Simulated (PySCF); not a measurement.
Molecule: 4-Chloropyridine (SMILES Clc1ccncc1).

Structure with atom numbers: `[Cl:1][c:2]1[cH:3][cH:4][n:5][cH:6][cH:7]1` (H(Xn): hydrogen on atom n).

Geometry PBE0-D3(BJ)/def2-SVP throughout; GIAO in PySCF 2.14.0 with density-fitted response routines, gas phase, one conformer, non-relativistic; equivalent atoms averaged; functional PBE0.

(1) How do the shifts δ (against HCl, TMS, NH3 at the same level) depend on the basis set? (ppm; last column core-seconds on shared hosts with different chips, so compare them loosely)

(2) Which nucleus moves most, in ppm?

(3) Taking the largest basis, pcSseg-2 (315 functions), as the yardstick, rank the others by their worst heavy-atom deviation.

## Answers

(1) 
```csv
basis set,functions,Cl1,C2,C4/C6,C3/C7,N5,H(C4)/H(C6),H(C3)/H(C7),core-s
STO-3G,43,102.8,123.8,121.7,107.3,268.4,8.82,7.25,3.6
pcSseg-0,75,221.9,160.5,164.0,134.3,382.5,9.07,7.12,5.6
6-31G,75,179.0,145.9,145.5,121.8,328.2,8.91,7.27,7.6
6-31G*,110,189.7,142.9,144.2,119.2,308.2,8.55,6.95,12
cc-pVDZ,122,221.2,150.9,149.4,124.5,332.3,8.57,7.03,6.7
def2-SVP,122,220.4,149.3,148.4,122.1,331.8,8.36,6.97,6.1
pcSseg-1,146,250.3,155.0,156.5,129.4,355.9,8.67,7.21,15
aug-cc-pVDZ,201,230.2,150.1,150.1,122.8,325.8,8.84,7.44,14
"6-311+G(2d,p)",221,252.0,153.8,154.7,127.7,341.1,8.78,7.41,30
def2-TZVP,247,258.7,156.2,156.3,129.1,349.2,8.76,7.37,20
cc-pVTZ,270,241.0,154.6,155.3,128.2,348.5,8.71,7.35,22
IGLO-III,294,257.3,159.5,159.8,132.2,351.5,8.74,7.38,22
pcSseg-2,315,253.7,160.5,161.2,133.4,355.5,8.75,7.39,44
```

(2) Cl1 (chlorine bonded to C): from 102.8 ppm with STO-3G to 258.7 ppm with def2-TZVP. The smallest spread is 0.49 ppm, at H(C3)/H(C7). Proton shifts span only some 12 ppm, so a few tenths of a ppm matter as much there as several ppm in carbon.

(3) IGLO-III 4.1 ppm (294 functions), pcSseg-1 5.5 ppm (146 functions), def2-TZVP 6.3 ppm (247 functions), cc-pVTZ 12.8 ppm (270 functions), 6-311+G(2d,p) 14.5 ppm (221 functions), aug-cc-pVDZ 29.8 ppm (201 functions), pcSseg-0 31.9 ppm (75 functions), cc-pVDZ 32.5 ppm (122 functions), def2-SVP 33.3 ppm (122 functions), 6-31G* 64.1 ppm (110 functions), 6-31G 74.8 ppm (75 functions), STO-3G 150.9 ppm (43 functions).

A small basis that lands close on one nucleus may do so by chance; judge by the trend and by all nuclei.
